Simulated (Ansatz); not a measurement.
`OCN[SiH2]S` + `N[SiH2]F` → `OCN[SiH2]F` + `N[SiH2]S`  (substitution at a C–N bond)

Program: Ansatz. Geometries: PBE0-D4/def2-TZVP. ΔE: electronic, gas phase. CBS: MP2 limit from def2 TZ/QZ plus the TZ coupled-cluster correction, frozen cores. DFT in def2-TZVPP. One conformer a species, not always the lowest.

| level | ΔE (kJ/mol) |
| --- | --- |
| PBE0-D4 | 7.3 |
| B2PLYP | 5.1 |
| HF/def2-TZVPP | 0.2 |
| SCS-MP2/def2-TZVPP | 6.2 |
| HF/def2-QZVPP | -0.1 |
| MP2/def2-QZVPP | 7.9 |
| SCS-MP2/def2-QZVPP | 6.1 |
| CCSD/CBS(def2) | 5.7 |

What does CCSD(T)/CBS give? (Estimate.)

Computed: +7.2 kJ/mol. The listed levels differ from it by 0.1, -2.1, -7.0, -1.0, -7.3, 0.7, -1.1, -1.5 kJ/mol.

Largest T1 diagnostic among the species: 0.011.

In def2-TZVPP, CCSD(T) changes the Hartree–Fock value by +7.0 kJ/mol (the triples alone add +1.5 kJ/mol) and MP2 by +7.8 kJ/mol. The D4 term adds +3.5 kJ/mol with B3LYP and +2.0 kJ/mol with PBE0; it sums over pairs of atoms, weighted by their polarisabilities, and B3LYP, whose exchange is more repulsive, gets the larger term.

B3LYP here is the variant with VWN-RPA as its local correlation; programs differ in this.
